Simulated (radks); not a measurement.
All-electron atom: the selenium ion Se+ in [Ar] 3d10 4s2 4p2 4f1 (not the ground configuration). All-electron calculation, Dirac Kohn-Sham, XLYP, spin-unpolarised, spherical densities, finite nucleus; open shells fill j = l - 1/2 first; Fermi nuclear charge, rms radius 4.14 fm. Program: a radial shooting solver on a logarithmic mesh with Libxc functionals. Some entries of the table are withheld. Estimate them.

| orbital | occ. | eigenvalue (eV) | <r> (bohr) |
|---|---|---|---|
| 1s1/2 | 2 | -12524.82 | 0.04408 |
| 2s1/2 | 2 | -1626.001 | 0.1957 |
| 2p1/2 | 2 | -1460.914 | 0.1685 |
| 2p3/2 | 4 | -1419.106 | 0.1723 |
| 3s1/2 | 2 | -232.0600 | 0.5739 |
| 3p1/2 | 2 | (1) | 0.5822 |
| 3p3/2 | 4 | (2) | 0.5928 |
| 3d3/2 | 4 | -72.3952 | (3) |
| 3d5/2 | 6 | -71.4966 | (4) |
| 4s1/2 | 2 | -33.8375 | 1.692 |
| 4p1/2 | 2 | -22.0362 | (5) |
| 4f5/2 | 1 | -2.3456 | 8.491 |

Answer. 
(1) 3p1/2 eigenvalue (eV): -175.6165
(2) 3p3/2 eigenvalue (eV): -169.7284
(3) 3d3/2 <r> (bohr): 0.6264
(4) 3d5/2 <r> (bohr): 0.6307
(5) 4p1/2 <r> (bohr): 1.980
